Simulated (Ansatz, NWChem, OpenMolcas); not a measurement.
IF (iodine monofluoride): the energy, rung by rung

The species is IF (2 atoms), meant as a singlet with charge 0. SMILES: `FI`. The bond length is the measured one.

```xyz
2

F     0.0000    0.0000    0.0000
I     0.0000    0.0000    1.9098
```

Quantity: the energy change with the F1–I2 bond stretched from 1.910 to 4.202 Å, in eV. The values are calculated.

| level | kind | program | value (eV) | CPU time (all runs) |
| --- | --- | --- | --- | --- |
| SVWN5/def2-TZVP (core potential) (restricted) | LDA | Ansatz | 4.50 | 8.8 s |
| PBE/def2-TZVP (core potential) (restricted) | GGA | Ansatz | 3.99 | 15 s |
| TPSS/def2-TZVP (core potential) (restricted) | meta-GGA | OpenMolcas | 4.08 | 1.8 min |
| r2SCAN/def2-TZVP (core potential) (restricted) | meta-GGA | OpenMolcas | 4.37 | 87 s |
| HSE06/def2-TZVP (core potential) (restricted) | range-separated hybrid | Ansatz | 4.84 | 11 s |
| B2PLYP/def2-TZVP (core potential) (restricted) | double hybrid | NWChem | 2.86 | 1.7 min |
| RPA@PBE0/def2-TZVP (core potential) (restricted) | RPA | Ansatz | 3.78 | 20 s |
| MP3/def2-TZVP (core potential) (restricted) | perturbation theory | NWChem | 4.79 | 78 s |
| BCCD(T)/def2-TZVP (core potential) (restricted) | coupled cluster or CI | Ansatz | 2.31 | 17 s |

The first shape isn't each level's own minimum. The values span 2.31 to 4.84 eV. In the correlated wave-function rows the outer d shell of I is correlated, in sets not made for it. CPU times are rough (shared hosts, several kinds of processor): they show what a rung costs within a factor of a few.
